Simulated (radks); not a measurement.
Ionisation of the iron ion Fe+, [Ar] 3d6 4s1, to [Ar] 3d6 as the strength of local exchange is varied. Method: Dirac Kohn-Sham, Slater X-alpha exchange (alpha = 2/3 is LDA exchange), no correlation, spin-unpolarised, spherical densities, point nucleus; open shells fill j = l - 1/2 first; computed with a radial shooting solver on a logarithmic mesh with Libxc functionals.

| alpha | E(Fe+) (hartree) | exchange (hartree) | IE (eV) | -e of the level emptied (eV) | <r> of it (bohr) |
|---|---|---|---|---|---|
| 0.667 | -1267.75701 | -50.89288 | 15.445 | 11.582 (4s1/2) | 2.729 |
| 0.748 | -1273.95239 | -57.34989 | 16.000 | 12.138 (4s1/2) | 2.685 |
| 0.78 | -1276.40820 | -59.91709 | 16.222 | 12.362 (4s1/2) | 2.667 |
| 0.816 | -1279.17655 | -62.81618 | 16.473 | 12.615 (4s1/2) | 2.648 |
| 0.897 | -1285.42688 | -69.38154 | 17.043 | 13.195 (4s1/2) | 2.606 |
| 0.948 | -1289.37755 | -73.54533 | 17.406 | 13.566 (4s1/2) | 2.580 |

NIST Atomic Spectra Database: 16.199 eV (measured). The Delta-SCF value meets it near alpha = 0.78. Spin polarisation and multiplet splitting are left out, so open shells lie too high by an amount that depends on their filling.

Beside tabulated values, note that spin-unpolarised runs miss the spin-polarisation part of the exchange energy of open shells.
